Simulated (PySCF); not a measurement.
A species of formula C6H14Si3 has this rotational fingerprint, computed with PBE0/pcSseg-1 in PySCF (dipole) on a GFN2-xTB geometry, gas phase:

| Property | Result |
| --- | --- |
| Rotational constants | A = 2085, B = 373.7, C = 365.4 MHz |
| Dipole components | \|μa\| = 1.32 D, \|μb\| = 0.73 D, \|μc\| = 0.42 D |
| Inertial defect | -211.66 u·Å² |
| κ | -0.99 |

Question: Which structure is it? (One computed conformer of each.)
A. `[CH2:1]=[CH:2][CH2:3][C:4]#[C:5][Si@H:6]([CH3:7])[SiH2:8][SiH3:9]` with C1–C2–C3–C4 -119°, C5–Si6–Si8–Si9 12°
B. `[CH3:1][C:2]#[C:3][Si@@H:4]1[CH2:5][C@@H:6]([CH2:7][SiH3:8])[SiH2:9]1` with C5–C6–C7–Si8 -173°, C3–Si4–C5–C6 -103°, Si4–C5–C6–C7 -142°, C5–C6–Si9–Si4 13°, C3–Si4–Si9–C6 99°
C. `[CH:1]#[C:2][SiH2:3][Si@H:4]1[CH2:5][C@@H:6]([CH2:7][SiH3:8])[CH2:9]1` with C2–Si3–Si4–C5 -40°, C5–C6–C7–Si8 179°, Si3–Si4–C5–C6 123°, Si4–C5–C6–C7 -134°, C5–C6–C9–Si4 11°, Si3–Si4–C9–C6 -125°
D. `[CH2:1]=[C:2]([CH3:3])[C:4]1=[CH:5][SiH2:6][C:7]1([SiH3:8])[SiH3:9]` with C1–C2–C4–C5 180°
E. `[CH2:1]=[CH:2][SiH2:3][C@@H:4]([SiH3:5])[SiH2:6][C:7]#[C:8][CH3:9]` with C1–C2–Si3–C4 19°, C2–Si3–C4–Si5 65°, Si3–C4–Si6–C7 61°

Answer: B. It is CC#C[Si@@H]1C[C@@H](C[SiH3])[SiH2]1, a near-prolate asymmetric top, point group C1. The candidates at the same level (rigid rotor, commonest isotopes):

```tsv
SMILES	A (MHz)	B (MHz)	C (MHz)	μa (D)	μb (D)	μc (D)	Δ (u·Å²)	point group	rotor
C#C[SiH2][Si@H]1C[C@@H](C[SiH3])C1	1489	496.5	419.9	0.02	0.07	0.53	-153.53	C1	asymmetric top
C=C[SiH2][C@@H]([SiH3])[SiH2]C#CC	1193	534.6	407.5	0.92	1.44	0.87	-128.62	C1	asymmetric top
CC#C[Si@@H]1C[C@@H](C[SiH3])[SiH2]1	2085	373.7	365.4	1.32	0.73	0.42	-211.66	C1	near-prolate asymmetric top
C=C(C)C1=C[SiH2]C1([SiH3])[SiH3]	1151	841.4	724.8	0.93	0.72	0.00	-342.33	Cs	asymmetric top
C=CCC#C[Si@H](C)[SiH2][SiH3]	1047	565.6	405.8	0.81	0.41	0.41	-130.62	C1	asymmetric top
```

`C#C[SiH2][Si@H]1C[C@@H](C[SiH3])C1` has B 33 % too high; `C=CCC#C[Si@H](C)[SiH2][SiH3]` has B 51 % too high; `C=C[SiH2][C@@H]([SiH3])[SiH2]C#CC` has B 43 % too high; `C=C(C)C1=C[SiH2]C1([SiH3])[SiH3]` has B 125 % too high. No structure here is proved a minimum.
